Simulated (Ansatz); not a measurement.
CH3BrSSi (`S=C[SiH2]Br`), relaxed with RKS PBE0-D4/def2-TZVP in Ansatz 0.2.0 from a PBE-D4/def2-SVP geometry. The force threshold is 0.005 eV/Å; the program also tests the step.

Total charge 0; spin multiplicity 1.

Start:

```xyz
7

S     0.558   -1.076   -2.080
C    -0.060    0.108   -1.141
Si    0.058   -0.112    0.740
Br   -0.808    1.664    1.813
H    -0.537    1.009   -1.588
H     1.501   -0.255    1.122
H    -0.711   -1.338    1.134
```

Task: By how much does the energy fall, and how many steps does the optimiser take? (Estimate.)

Result: The calculation gave: 0.88 kcal/mol, in 5 steps, 1 of them rejected.

Task: Which bonds change most? (An estimate is asked.)

Result: The calculation gave: Si3–Br4 from 2.249 to 2.224 Å; S1–C2 from 1.632 to 1.609 Å; C2–H5 from 1.114 to 1.092 Å; C2–Si3 from 1.898 to 1.877 Å.

Task: Give the relaxed structure. (Estimate.)

Result: Ansatz gave: 
```xyz
7

S     0.541   -1.061   -2.050
C    -0.062    0.111   -1.127
Si    0.062   -0.119    0.731
Br   -0.800    1.638    1.789
H    -0.522    0.996   -1.574
H     1.486   -0.243    1.110
H    -0.706   -1.322    1.121
```
